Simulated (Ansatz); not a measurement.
Reaction (substitution at a C–N bond): `CC(C)(C)[NH][Sn]([Cl])([Cl])[Cl]` + `[OH][AlH2]` → `CC(C)(C)[O][AlH2]` + `[NH2][Sn]([Cl])([Cl])[Cl]`

Gas-phase electronic energies from Ansatz, PBE0-D4/def2-TZVP geometries. CBS: MP2 limit from def2 TZ/QZ plus the TZ coupled-cluster correction, frozen cores. This one scheme is used for every species. Elements past krypton have def2 core potentials. For Sn outer-core shells are correlated without core-valence functions, which leaves a few kJ/mol of doubt a bond. Each species was taken in one conformer, which may not be the lowest.

`CC(C)(C)[NH][Sn]([Cl])([Cl])[Cl]`:

Cartesian coordinates in Å:
```
C -0.116 0.116 -1.490
C -0.103 -0.565 -0.131
C -1.515 -0.617 0.447
C 0.456 -1.979 -0.268
N 0.819 0.167 0.750
Sn 0.890 2.154 0.851
Cl -1.116 3.305 0.707
Cl 2.218 3.038 -0.806
Cl 1.851 2.646 2.887
H -0.730 -0.449 -2.193
H -0.550 1.122 -1.432
H 0.894 0.195 -1.898
H -2.181 -1.194 -0.198
H -1.510 -1.090 1.433
H -1.931 0.388 0.553
H -0.184 -2.583 -0.916
H 1.462 -1.953 -0.689
H 0.505 -2.472 0.707
H 0.840 -0.229 1.684
```

`[OH][AlH2]`:

Z-matrix (Å, degrees):
```
Al
O 1 1.696
H 1 1.585 2 119.7
H 1 1.577 2 116.0 3 -180.0
H 2 0.956 1 123.4 3 -0.0
```

`CC(C)(C)[O][AlH2]`:

Z-matrix (Å, degrees):
```
C
C 1 1.521
H 1 1.092 2 110.1
H 1 1.092 2 110.1 3 -119.2
H 1 1.092 2 111.1 3 120.4
C 2 1.524 1 110.4 3 178.5
C 2 1.524 1 110.4 3 -59.3
O 2 1.414 1 107.1 3 59.6
H 6 1.094 2 110.5 1 -179.7
H 6 1.093 2 110.1 1 -59.7
H 6 1.093 2 111.2 1 60.3
H 7 1.094 2 110.5 1 179.7
H 7 1.093 2 111.2 1 -60.3
H 7 1.093 2 110.1 1 59.7
Al 8 1.685 2 137.9 1 180.0
H 15 1.578 8 115.6 2 -179.9
H 15 1.586 8 120.8 2 0.0
```

`[NH2][Sn]([Cl])([Cl])[Cl]`:

```xyz
7

N    -0.323    0.275   -1.315
Sn    0.160   -0.278    0.539
Cl    2.248   -1.228    0.485
Cl    0.228    1.420    2.105
Cl   -1.395   -1.803    1.261
H    -1.253    0.675   -1.369
H     0.335    0.939   -1.706
```

```csv
species,CCSD(T)/CBS(def2) energy (Eh)
`CC(C)(C)[NH][Sn]([Cl])([Cl])[Cl]`,-1806.46527
`[OH][AlH2]`,-319.03157
`CC(C)(C)[O][AlH2]`,-476.06843
`[NH2][Sn]([Cl])([Cl])[Cl]`,-1649.42005
```

(1) Work out ΔE.

Largest T1 diagnostic among the species: 0.012.

## Answers

(1) ΔE = (-476.06843) + (-1649.42005) − (-1806.46527) − (-319.03157) = 0.00836 Eh = +21.9 kJ/mol.

The D4 term adds +13.1 kJ/mol with B3LYP and +8.0 kJ/mol with PBE0; it sums over pairs of atoms, weighted by their polarisabilities, and B3LYP, whose exchange is more repulsive, gets the larger term. In def2-TZVPP, CCSD(T) changes the Hartree–Fock value by +28.8 kJ/mol (the triples alone add +4.0 kJ/mol) and MP2 by +37.4 kJ/mol. Leaving LDA and LC-ωPBE aside and taking each functional with its dispersion term where it has one, the values, not all of them listed here, spread over 7.9 kJ/mol, from B2PLYP to revPBE-D4. LDA lies +10.6 kJ/mol from PBE without D4.

B3LYP here is the variant with VWN-RPA as its local correlation; programs differ in this.
